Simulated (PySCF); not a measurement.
In(Br)(Me)(OH) (CH4BrInO), SMILES [CH3][In]([Br])[OH].

Geometry optimised at B3LYP-D3(BJ)/def2-SVP. The def2 effective core potentials stand for the cores of In; spin–orbit coupling is left out. One conformer was computed; it need not be the lowest.

Two levels are set side by side: TDDFT-PBE/def2-SVPD (PySCF) and TDDFT-B3LYP/def2-SVPD (PySCF). Vertical, same geometry. The lowest singlet is HOMO→LUMO 94 % with PBE and HOMO→LUMO 96 % with the other functional; states are paired by order. Differences are taken from unrounded values.

```csv
quantity,TDDFT-PBE
lowest singlet excitation (eV),4.44
lowest triplet excitation (TDA) (eV),4.07
first bright state (f over 0.05) (eV),5.85
its oscillator strength,0.25
```

Question: These are the TDDFT-PBE values. What does TDDFT-B3LYP give? (Estimate from the structure and the level; the computed values follow.)

Answer: 
| quantity | TDDFT-B3LYP | TDDFT-PBE minus TDDFT-B3LYP |
|---|---|---|
| lowest singlet excitation (eV) | 4.87 | -0.44 |
| lowest triplet excitation (TDA) (eV) | 4.43 | -0.36 |
| first bright state (f over 0.05) (eV) | 6.26 | -0.42 |
| its oscillator strength | 0.40 | -0.14 |

A lower first singlet is the usual sign of a functional without exact exchange. Differences between two approximate levels are no errors against the true value.

Rough cost on one machine, each run with all the roots and properties that it gave: TDDFT-B3LYP against TDDFT-PBE about 4 times.
